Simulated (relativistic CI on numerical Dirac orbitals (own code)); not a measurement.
# Magnetism of Lu⁴⁺, 4f13, in a crystal field

Calculated by Dirac-Coulomb-Breit CI, KLI orbitals optimised for each configuration, QED by a radiative potential, valence Slater integrals scaled by 0.7, one configuration in a parametric crystal field (own radial code).

Field parameters in Wybourne normalisation; cubic f-shell fields have B⁴₄ = √(5/14) B⁴₀ and B⁶₄ = −√(7/2) B⁶₀. The field is a parameter set, without covalency.

S is read from ⟨S²⟩ = S(S + 1).

Powder χT (cm³ K mol⁻¹) by Van Vleck's formula, with temperature-independent terms:

| Field | 2 K | 5 K | 10 K | 20 K | 50 K | 100 K | 200 K | 300 K |
| --- | --- | --- | --- | --- | --- | --- | --- | --- |
| C2v, B20 = -480, B22 = -60, B40 = 540, B42 = 320, B44 = -380, B60 = -890, B62 = 370, B64 = 560, B66 = -580 cm⁻¹ | 1.51 | 1.52 | 1.55 | 1.59 | 1.72 | 1.93 | 2.23 | 2.39 |
| D3h, B20 = 640, B40 = -680, B60 = -110, B66 = 960 cm⁻¹ | 0.684 | 1.1 | 1.45 | 1.75 | 2.09 | 2.27 | 2.42 | 2.48 |
| D4h, B20 = 2190, B40 = 620, B44 = 1690, B60 = -830, B64 = -740 cm⁻¹ | 1.2 | 1.24 | 1.3 | 1.43 | 1.76 | 2.04 | 2.21 | 2.29 |
| Oh, B40 = 2260, B60 = 310 cm⁻¹ | 0.679 | 0.696 | 0.724 | 0.781 | 0.952 | 1.24 | 1.73 | 2.06 |
| Oh, B40 = -2050, B60 = -710 cm⁻¹ | 1.11 | 1.14 | 1.17 | 1.25 | 1.46 | 1.79 | 2.14 | 2.29 |
| Oh, B40 = 3100, B60 = 740 cm⁻¹ | 0.674 | 0.685 | 0.703 | 0.738 | 0.844 | 1.02 | 1.37 | 1.68 |

(1) For D4h, B20 = 2190, B40 = 620, B44 = 1690, B60 = -830, B64 = -740 cm⁻¹: what effective moment follows at 300 K?

Answers

(1) μ_eff = √(8χT) = 4.28 μB. The LS value g√(J(J + 1)) of the free ion's ²F°7/2 level is 4.54 μB.
